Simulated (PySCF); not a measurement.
**input.py for BeCl**

The script input.py:

```python
from pyscf import gto, scf, cc

mol = gto.M(
    atom='Be 0 0 0; Cl 0 0 1.795',
    basis='6-31g*',
    charge=0,
    spin=1,
    verbose=4,
)
mf = scf.UHF(mol)
mf.kernel()
mycc = cc.CCSD(mf)
mycc.kernel()
e = mycc.eeccsd(nroots=8)[0]
print('roots (eV) =', (e*27.211386).round(3))
mf.dip_moment()
print('orbital energies (hartree):', [e[max(0, n-3):n+3].round(4) for e, n in zip(mf.mo_energy, mol.nelec)])
```

```bash
$ OMP_NUM_THREADS=1 python input.py
```

It prints (some set-up lines and the per-cycle HOMO/LUMO lines with their warnings removed):

```
PySCF version 2.14.0

[INPUT] Symbol           X                Y                Z      unit          X                Y                Z       unit  Magmom
[INPUT]  1 Be     0.000000000000   0.000000000000   0.000000000000 AA    0.000000000000   0.000000000000   0.000000000000 Bohr   0.0
[INPUT]  2 Cl     0.000000000000   0.000000000000   1.795000000000 AA    0.000000000000   0.000000000000   3.392058393594 Bohr   0.0

nuclear repulsion = 20.046824703376
number of shells = 14
number of NR pGTOs = 78
number of NR cGTOs = 32
basis = 6-31g*
ecp = {}

******** <class 'pyscf.scf.uhf.UHF'> ********
method = UHF
initial guess = minao
damping factor = 0
level_shift factor = 0
DIIS = <class 'pyscf.scf.diis.CDIIS'>
SCF conv_tol = 1e-09
SCF max_cycles = 50
number electrons alpha = 11  beta = 10
init E= -474.283319279764

cycle= 1 E= -474.105183512047  delta_E= 0.178  |g|= 0.17  |ddm|= 1.08
cycle= 2 E= -474.141517288195  delta_E= -0.0363  |g|= 0.0695  |ddm|= 0.51
cycle= 3 E= -474.147610843365  delta_E= -0.00609  |g|= 0.0285  |ddm|= 0.165
cycle= 4 E= -474.149617124885  delta_E= -0.00201  |g|= 0.00715  |ddm|= 0.153
cycle= 5 E= -474.149718803235  delta_E= -0.000102  |g|= 0.00253  |ddm|= 0.0308
cycle= 6 E= -474.14973002457  delta_E= -1.12e-05  |g|= 0.000905  |ddm|= 0.00823
cycle= 7 E= -474.149731525979  delta_E= -1.5e-06  |g|= 0.00023  |ddm|= 0.00282
cycle= 8 E= -474.149731646369  delta_E= -1.2e-07  |g|= 6.9e-05  |ddm|= 0.00102
cycle= 9 E= -474.149731659391  delta_E= -1.3e-08  |g|= 1.96e-05  |ddm|= 0.000265
cycle= 10 E= -474.149731660272  delta_E= -8.82e-10  |g|= 6.26e-06  |ddm|= 6.55e-05
Extra cycle  E= -474.149731660331  delta_E= -5.9e-11  |g|= 3.49e-06  |ddm|= 1.14e-05
converged SCF energy = -474.149731660331  <S^2> = 0.75161384  2S+1 = 2.0016132

******** <class 'pyscf.cc.uccsd.UCCSD'> ********
CC2 = 0
CCSD nocc = (np.int64(11), np.int64(10)), nmo = (32, 32)
max_cycle = 50
direct = 0
conv_tol = 1e-07
conv_tol_normt = 1e-06
Init t2, MP2 energy = -0.154301105812162
Init E_corr(UCCSD) = -0.154301105824944
cycle = 1  E_corr(UCCSD) = -0.164306488707702  dE = -0.0100053829  norm(t1,t2) = 0.0452339
cycle = 2  E_corr(UCCSD) = -0.16705432730656  dE = -0.0027478386  norm(t1,t2) = 0.0161268
cycle = 3  E_corr(UCCSD) = -0.168059310228116  dE = -0.00100498292  norm(t1,t2) = 0.00947875
cycle = 4  E_corr(UCCSD) = -0.168425422860467  dE = -0.000366112632  norm(t1,t2) = 0.00313428
cycle = 5  E_corr(UCCSD) = -0.168330130862923  dE = 9.52919975e-05  norm(t1,t2) = 0.00108922
cycle = 6  E_corr(UCCSD) = -0.168340811055983  dE = -1.06801931e-05  norm(t1,t2) = 0.000256608
cycle = 7  E_corr(UCCSD) = -0.168344015252013  dE = -3.20419603e-06  norm(t1,t2) = 9.75989e-05
cycle = 8  E_corr(UCCSD) = -0.168344047018466  dE = -3.1766453e-08  norm(t1,t2) = 3.29678e-05
cycle = 9  E_corr(UCCSD) = -0.168343664698239  dE = 3.82320227e-07  norm(t1,t2) = 1.43808e-05
cycle = 10  E_corr(UCCSD) = -0.168343569852275  dE = 9.48459644e-08  norm(t1,t2) = 3.53906e-06
cycle = 11  E_corr(UCCSD) = -0.168343558789481  dE = 1.10627934e-08  norm(t1,t2) = 1.30007e-06
cycle = 12  E_corr(UCCSD) = -0.168343538071929  dE = 2.07175526e-08  norm(t1,t2) = 5.42695e-07
UCCSD converged
E(UCCSD) = -474.3180751984032  E_corr = -0.1683435380719285

******** <class 'pyscf.cc.eom_uccsd.EOMEESpinKeep'> ********
max_space = 20
max_cycle = 50
conv_tol = 1e-07
partition = None
EOM-CCSD root 0 E = 0.1363018541966292  qpwt = 0.985302  conv = True
EOM-CCSD root 1 E = 0.1363018873612286  qpwt = 0.985303  conv = True
EOM-CCSD root 2 E = 0.2315703842119283  qpwt = 0.845807  conv = True

******** <class 'pyscf.cc.eom_uccsd.EOMEESpinFlip'> ********
max_space = 20
max_cycle = 50
conv_tol = 1e-07
partition = None
EOM-CCSD root 0 E = 8.496105498734954e-05  qpwt = 0.990485  conv = True
EOM-CCSD root 1 E = 0.136905912742379  qpwt = 0.979183  conv = True
EOM-CCSD root 2 E = 0.1369059644564654  qpwt = 0.979184  conv = True
EOM-CCSD root 3 E = 0.2298063009755234  qpwt = 0.854933  conv = True
EOM-CCSD root 4 E = 0.2298063078984741  qpwt = 0.854932  conv = True
roots (eV) = [2.000e-03 3.709e+00 3.709e+00 3.725e+00 3.725e+00 6.253e+00 6.253e+00
 6.301e+00]
Dipole moment(X, Y, Z, Debye):  0.00000, -0.00000, -1.28406
orbital energies (hartree): [array([-0.4701, -0.4701, -0.3358,  0.0738,  0.0738,  0.188 ]), array([-0.5413, -0.4714, -0.4714,  0.0547,  0.1237,  0.1237])]
```

In short: E(SCF) = -474.149732 Eh, 10 cycles, E(CCSD) − E(SCF) = -0.16834 Eh, ⟨S²⟩ = 0.752, μz(SCF) = -1.28 D, excitation roots 0.002, 3.709, 3.709, 3.725, 3.725, 6.253, 6.253, 6.301 eV.

Run time: 16 s on 1 thread of Arm Neoverse V1 (shared host), peak memory 0.2 GiB.

The bond length is a typed value, not an optimised one. Spin-unrestricted EOM-EE roots include spin flips and other components of the reference, which can be negative or near zero. No search for the lowest solution was made.
